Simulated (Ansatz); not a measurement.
Reactions of Ge$_{3}$H$_{14}$Si$_{3}$ (`[SiH3][GeH2][SiH2][GeH2][SiH2][GeH3]`).

Calculated with Ansatz (gas phase, PBE0-D4/def2-TZVP geometries, no zero-point term in ΔE). CCSD(T)/CBS is the MP2 limit (def2-TZVPP, def2-QZVPP) plus CCSD(T) − MP2 in def2-TZVPP, frozen cores. This one scheme is used for every species. DFT in def2-TZVPP. For Ge outer-core shells are correlated without core-valence functions, which leaves a few kJ/mol of doubt a bond. Scalar relativity is left out up to krypton. Each species was taken in one conformer, which may not be the lowest.

| reaction | CCSD(T)/CBS(def2) (kcal/mol) |
| --- | --- |
| `[SiH3][GeH2][SiH2][GeH2][SiH2][GeH3]` + H₂ → `[GeH3][SiH2][GeH2][SiH2][GeH3]` + SiH₄ | ? |
| `[SiH3][GeH2][SiH2][GeH2][SiH2][GeH3]` + `O[SiH3]` → `O[SiH2][GeH3]` + `[SiH3][GeH2][SiH2][GeH2][SiH3]` | ? |
| `[SiH3][GeH2][SiH2][GeH2][SiH2][GeH3]` + GeH₄ → `[GeH3][SiH2][GeH2][SiH2][GeH3]` + `[SiH3][GeH3]` | 2.1 |
| `[SiH3][GeH2][SiH2][GeH2][SiH2][GeH3]` + `Cl[SiH](Cl)[O][GeH3]` → `[GeH3][SiH2][GeH2][SiH2][GeH2][GeH3]` + `[SiH3]O[SiH](Cl)Cl` | -18.4 |
| `[SiH3][GeH2][SiH2][GeH2][SiH2][GeH3]` → `[GeH2]` + `[SiH3][GeH2][SiH2][SiH2][GeH3]` | 50.7 |
| `[SiH3][GeH2][SiH2][GeH2][SiH2][GeH3]` → `[SiH3][GeH2][GeH2][SiH2][SiH2][GeH3]` | 0.0 |
| `[SiH3][GeH2][SiH2][GeH2][SiH2][GeH3]` + `F[SiH2][SiH3]` → `[SiH3][SiH2][GeH2][SiH2][GeH3]` + `F[SiH2][GeH2][SiH3]` | 0.6 |
| `[SiH3][GeH2][SiH2][GeH2][SiH2][GeH3]` + `[SiH3][SiH2][SiH3]` → `[SiH3][SiH2][SiH2][GeH2][SiH2][GeH3]` + `[SiH3][GeH2][SiH3]` | ? |
| `[SiH3][GeH2][SiH2][GeH2][SiH2][GeH3]` + `[SiH3][GeH3]` → `[SiH3][SiH2][GeH3]` + `[SiH3][GeH2][SiH2][GeH2][GeH3]` | 0.9 |
| `[SiH3][GeH2][SiH2][GeH2][SiH2][GeH3]` + `[SiH3][SiH3]` → `[SiH3][GeH2][SiH3]` + `[SiH3][SiH2][GeH2][SiH2][GeH3]` | 0.9 |

Question: Fill in the missing values. (Best estimate.)

Answer: Ansatz gave: `[SiH3][GeH2][SiH2][GeH2][SiH2][GeH3]` + H₂ → `[GeH3][SiH2][GeH2][SiH2][GeH3]` + SiH₄: +1.6 kcal/mol; `[SiH3][GeH2][SiH2][GeH2][SiH2][GeH3]` + `O[SiH3]` → `O[SiH2][GeH3]` + `[SiH3][GeH2][SiH2][GeH2][SiH3]`: +3.9 kcal/mol; `[SiH3][GeH2][SiH2][GeH2][SiH2][GeH3]` + `[SiH3][SiH2][SiH3]` → `[SiH3][SiH2][SiH2][GeH2][SiH2][GeH3]` + `[SiH3][GeH2][SiH3]`: +0.2 kcal/mol.

Largest T1 diagnostic: 0.013, for `[SiH3][SiH2][SiH3]`.
